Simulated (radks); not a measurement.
Results of a calculation; reference values are marked as such.
All-electron atom: Dy III in [Xe] 4f10.

Code: a radial shooting solver on a logarithmic mesh with Libxc functionals. Model: scalar-relativistic Kohn-Sham, LDA (Slater exchange, Perdew-Wang correlation), spin-polarised, spherical densities, point nucleus; open shells are filled with parallel spins first (spin-orbit coupling, left out, can overturn this in heavy ions); hard spherical wall at 8 bohr.

Energy parts (eV):
| part | energy |
|---|---|
| total | -330585.30 |
| kinetic | 356604.99 |
| electron-nucleus | -808367.49 |
| Hartree | 128113.42 |
| exchange-correlation | -6936.21 |

Orbitals (lengths in bohr, moments of r in powers of bohr; r(max) is where P^2 peaks; r(90%) holds 90 % of the orbital's charge):
orbital,occ.,eigenvalue (eV),r(max),<1/r>,r(90%)
1s down,1,-53627.26,0.01339,74.52,0.0383
1s up,1,-53627.26,0.01339,74.52,0.0383
2s up,1,-8942.773,0.07609,17.32,0.139
2s down,1,-8942.706,0.07609,17.32,0.139
2p up,3,-7939.533,0.06170,16.09,0.129
2p down,3,-7939.485,0.06170,16.09,0.129
3s up,1,-2001.380,0.2157,6.368,0.344
3s down,1,-1999.774,0.2156,6.371,0.344
3p up,3,-1693.426,0.2118,5.970,0.350
3p down,3,-1691.831,0.2118,5.974,0.349
3d up,5,-1296.512,0.1729,5.665,0.330
3d down,5,-1295.267,0.1728,5.669,0.330
4s up,1,-407.8109,0.4941,2.690,0.762
4s down,1,-404.4194,0.4941,2.689,0.762
4p up,3,-306.3788,0.5161,2.466,0.818
4p down,3,-303.0336,0.5160,2.465,0.818
4d up,5,-168.2518,0.5346,2.174,0.918
4d down,5,-164.9826,0.5345,2.172,0.919
5s up,1,-64.0114,1.154,1.025,1.87
5s down,1,-62.3661,1.160,1.015,1.89
5p up,3,-40.1535,1.317,0.8553,2.25
5p down,3,-38.9420,1.329,0.8431,2.28
4f up,7,-18.5641,0.5377,1.572,1.49
4f down,3,-15.7560,0.5397,1.538,1.58
6s up,0,-14.5775,2.981,0.3848,4.70
6s down,0,-14.3677,3.012,0.3813,4.74
5d up,0,-13.9300,1.912,0.5320,3.71
5d down,0,-13.4792,1.959,0.5180,3.79
6p up,0,-9.8511,3.652,0.3226,5.50
6p down,0,-9.6996,3.694,0.3204,5.54

The highest occupied level is 4f down at -15.756 eV. Summed over all electrons, <r^2> = 38.24 bohr^2, which gives a Langevin (diamagnetic) susceptibility term of -30.3 x 10^-6 cm^3/mol. Spin moment in Bohr magnetons: 4.
